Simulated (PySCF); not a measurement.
Electron correlation in Rb⁻ (rubidium, charge -1)

[Kr] 5s2, closed-shell 1S. Calculation: PySCF 2.14, in dyall-av2z (22s16p9d, 115 functions); no relativity, point nucleus. Frozen: [Kr]; 2 electrons correlated; the 50 highest virtual orbitals of each spin left out.

With two correlated electrons CCSD is exact within the correlated space (frozen core and kept virtual orbitals).

| level | correlation energy (mhartree) |
| --- | --- |
| CCSD | -19.84 |

Diagnostics: T1 = 0.057, D1 = 0.0810, largest double amplitude 0.157.

Is a single reference adequate?

Not fully. A non-relativistic calculation at this Z misses sizeable relativistic shifts. T1 exceeds 0.03, a sign that the reference determinant is poor. A double-excitation amplitude exceeds 0.15, a sign of near-degeneracy.
